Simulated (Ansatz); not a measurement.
## Ligand exchange: C3H9As + AlH2(SeH) → AsH(CH3)2 + Se(AlH2)(CH3)

Species: C3H9As `CC[AsH]C`, singlet; AlH2(SeH), singlet; AsH(CH3)2, singlet; Se(AlH2)(CH3), singlet. The partners trade CH3 for H: C–CH3 and Se–H bonds give way to C–H and Se–CH3.

Shapes, held fixed at every level: PBE0-D4/def2-TZVP. Flexible molecules stand in one conformer, not always the lowest. Programs: Ansatz 0.2.0. The zero-point and thermal change to 298 K, harmonic and unscaled (PBE0-D4/def2-TZVP), is +4.4 kJ/mol.

```
               level                    kind  ΔH(298 K) (kJ/mol)  less CCSD(T)/def2-TZVPP
         HF/def2-SVP            Hartree–Fock               +22.4                    +10.8
r2SCAN-D4/def2-TZVPP                meta-GGA               +10.0                     -1.6
  wB97M-V/def2-TZVPP  range-separated hybrid               +11.3                     -0.3
  wB97X-V/def2-TZVPP  range-separated hybrid               +12.0                     +0.4
        MP2/def2-SVP     perturbation theory               +26.0                    +14.4
       CCSD/def2-SVP   coupled cluster or CI               +28.0                    +16.4
     CCSD/def2-TZVPP   coupled cluster or CI               +12.9                     +1.3
  CCSD(T)/def2-TZVPP   coupled cluster or CI               +11.6                      0.0
```

The highest level, CCSD(T)/def2-TZVPP, gives ΔH(298 K) = +11.6 kJ/mol; the levels span +10.0 to +28.0. The column of differences is taken from that level and isn't an error. No measured value is set beside it here. Relativity is left out for As, Se unless named. Correlated rows may include outer-core shells of As, Se, which these sets cover unevenly.
